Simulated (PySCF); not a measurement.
Structure from 2D NMR

Compound of formula C$_{6}$H$_{4}$F$_{4}$. Correlations simulated from computed shifts and couplings:

HSQC (one-bond C–H):
| δH | δC | 1J(C,H) (Hz) |
| --- | --- | --- |
| 6.64 | 138.1 | 180 |
| 6.02 | 127.2 | 187 |
| 3.14 | 41.2 | 135 |

COSY cross peaks (|J| ≥ 2 Hz):
| δH | δH | abs. J (Hz) | bonds |
| --- | --- | --- | --- |
| 6.64 | 6.02 | 7.4 | 3 |
| 6.64 | 3.14 | 2.1 | 4 |
| 6.02 | 3.14 | 2.4 | 3 |

HMBC (two and three bonds, |J| ≥ 2.5 Hz):
| δH | δC [abs. J in Hz] |
| --- | --- |
| 6.64 | 176.2 [10.7], 117.9 [6.0], 41.2 [8.8] |
| 6.02 | 176.2 [8.7], 138.1 [3.3], 117.9 [9.0], 41.2 [9.2] |
| 3.14 | 176.2 [6.5], 138.1 [5.5], 127.2 [5.8] |

Carbons without hydrogens: δ 176.2, 126.4, 117.9.

Fast rotation and ring inversion assumed for equivalent nuclei, isolated molecule, non-relativistic, single conformer. PBE0-D3(BJ)/def2-SVP geometry; shielding tensors at PBE0/pcSseg-1 (GIAO); J couplings at B3LYP/pcJ-1 (spin–dipole term only in couplings to heteroatoms); PySCF.

References, each an isolated molecule treated in the same way: 1H (31.27 ppm), 13C (184.41 ppm) against TMS.

Exchangeable hydrogens are left out of these lists, and C,H couplings along chains are those of one rotamer, so weak HMBC peaks may be missing or extra.

Problem. Which molecule is this?

Solution. `FC1=C(C(F)(F)F)C=CC1`.

Atoms are numbered as in `[F:1][C:2]1=[C:3]([C:4]([F:5])([F:6])[F:7])[CH:8]=[CH:9][CH2:10]1`. Each H is labelled by its parent atom.

- δC 176.2 is C2, a fully substituted alkene carbon.
- δC 138.1 is C8, an alkene CH (δH 6.64).
- δC 127.2 is C9, an alkene CH (δH 6.02).
- δC 126.4 is C4, a CF3 carbon.
- δC 117.9 is C3, a fully substituted alkene carbon.
- δC 41.2 is C10, an allylic sp3 CH2 (δH 3.14).
- HMBC from δH 6.64 reaches the proton-free carbons C2, C3.
- HMBC from δH 6.02 reaches the proton-free carbons C2, C3.
- HMBC from δH 3.14 reaches the proton-free carbon C2.
- COSY links 6.64–6.02, 6.64–3.14, 6.02–3.14.

This is the structure that produced the data.

Common functionals overestimate the size of one-bond C–F couplings by tens of Hz; these are unscaled. Unscaled 3J(H,H) at this level run about 10 % above measured values. Shifts are as computed. Against solution values, carbons near 30 ppm lie about +2 ppm off and those near 130 ppm about +5 ppm. Of 1211 compounds with measured shifts, 218 miss one by over three times the rms of a fit or turn the order of signals round; such compounds aren't used in these exercises.
